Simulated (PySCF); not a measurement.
## Bond curve of BAs

Set-up: basis B x2c-TZVPPall, As x2c-TZVPPall; spin-free X2C with a Gaussian nucleus; PySCF 2.14. Energies in eV from B + As in their ground configurations at the same level. State: ³Π (triplet), unpaired electrons σ ↑, π ↑.

```json
{"R (Å)": "1.590", "BP86": "-2.125"}
{"R (Å)": "1.664", "BP86": "-2.799"}
{"R (Å)": "1.738", "BP86": "-3.187"}
{"R (Å)": "1.794", "BP86": "-3.336"}
{"R (Å)": "1.849", "BP86": "-3.394"}
{"R (Å)": "1.905", "BP86": "-3.381"}
{"R (Å)": "1.978", "BP86": "-3.281"}
{"R (Å)": "2.071", "BP86": "-3.068"}
{"R (Å)": "2.182", "BP86": "-2.740"}
{"R (Å)": "2.330", "BP86": "-2.262"}
```

Task: Put a parabola through the three lowest points of the BP86 curve and estimate Re, k and ωe (reduced mass 9.599 u; 1 eV/Å² = 0.16022 mdyn/Å; ωe = 1302.8·√(k/μ) cm⁻¹).

Result: Through R = 1.794, 1.849, 1.905 Å the second-order coefficient is 11.6 eV/Å², so Re ≈ 1.867 Å, k ≈ 3.71 mdyn/Å and ωe ≈ 810 cm⁻¹. A polynomial fit of higher order to the unrounded BP86 energies gives Re = 1.865 Å, k = 3.43 mdyn/Å, ωe = 779 cm⁻¹; anharmonicity and rounding make the difference.

The higher-order fit for each curve: BP86: Re = 1.865 Å, ωe = 779 cm⁻¹, De = 3.40 eV.

Spin–orbit coupling is left out. The state was picked by a PBE0 search and need not be the measured ground state.
